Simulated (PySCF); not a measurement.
## Dipole response of Si+ (silicon, charge +1)

[Ne] 3s2 3p1, 2P determinant. Calculation: PySCF 2.14, in aug-cc-pwCVQZ; no relativity, point nucleus. Coupled (time-dependent) response in atomic units; α is the mean over directions.

| method | mean α (bohr³) | α xx, yy, zz | C₆ (like pair) | S(−4) |
| --- | --- | --- | --- | --- |
| UHF | 19.56 | 19.16, 20.35, 19.16 | 105.1 | 156.3 |
| PBE | 19.12 | 18.46, 20.44, 18.46 | 101.0 | 150.9 |
| PBE0 | 19.09 | 18.55, 20.17, 18.55 | 101.1 | 148.7 |
| M06-2X | 19.03 | 18.11, 20.88, 18.11 | 98.13 | 156.0 |

S(−4) is the Cauchy moment in α(ω) = α(0) + S(−4) ω² + …

α(iu) at PBE:

```tsv
u (hartree)	α(iu) (bohr³)
0	19.12
0.0500	18.75
0.100	17.73
0.200	14.60
0.300	11.35
0.500	6.728
0.750	3.837
1.00	2.452
1.50	1.274
2.00	0.8066
3.00	0.4369
5.00	0.2105
```

A single London oscillator, α(iu) = α/(1 + u²/ω²), gives C₆ = (3/4) ω α². Matching the computed C₆ needs ω = 4 × 101.0 / (3 × 19.12²) = 0.368 hartree.

For an ion, C₆ is the dispersion term alone; charge-induced terms of lower order in 1/R come first.

The components differ because the open shell of this determinant is not spherical; for a pure term their mean is the scalar polarisability.
